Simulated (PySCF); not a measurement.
A calculated (PBE, PySCF 2.14, aug-cc-pVDZ, the non-relativistic Hamiltonian (point nucleus)) atom or ion has these occupied shells.

| shell | electrons | orbital energy (eV) | rms radius, mean of both spins (bohr) |
| --- | --- | --- | --- |
| 1s α | 1 | -558.34 | 0.231 |
| 1s β | 1 | -556.72 | 0.231 |
| 2s α | 1 | -59.909 | 1.14 |
| 2s β | 1 | -55.526 | 1.14 |
| 2p α | 2 | -45.106 | 1.11 |

Name the element and its charge.

O²⁺ (oxygen, charge +2), in [He] 2s2 2p2, high-spin 3P determinant.
